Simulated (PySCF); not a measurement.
## How methods differ on the ionisation energy of Tb²⁺

Tb²⁺ [Xe] 4f9 (high-spin determinant) → Tb³⁺ [Xe] 4f8 (7F), as a difference of total energies. All numbers are calculated (PySCF 2.14, scalar relativity by spin-free X2C-1e, in cc-pVTZ-X2C (10s9p7d5f3g1h, 145 functions)). The calculations carry no spin-orbit coupling.

```
 method  ionisation energy (eV)  difference from reference (eV)
    UHF                  17.380                          -4.440
  TPSSh                  22.561                          +0.741
wB97X-V                  22.187                          +0.367
  B3LYP                  22.386                          +0.566
```

Reference: 21.82 ± 0.03 eV (semi-empirical (NIST evaluation); NIST Atomic Spectra Database, ionization energies).

The reference lies between the lowest fine-structure levels, while these numbers refer to the centres of the terms.

The determinant of Tb²⁺ mixes LS terms, which raises its energy above the lowest term, most at the Hartree-Fock and MP2 levels.
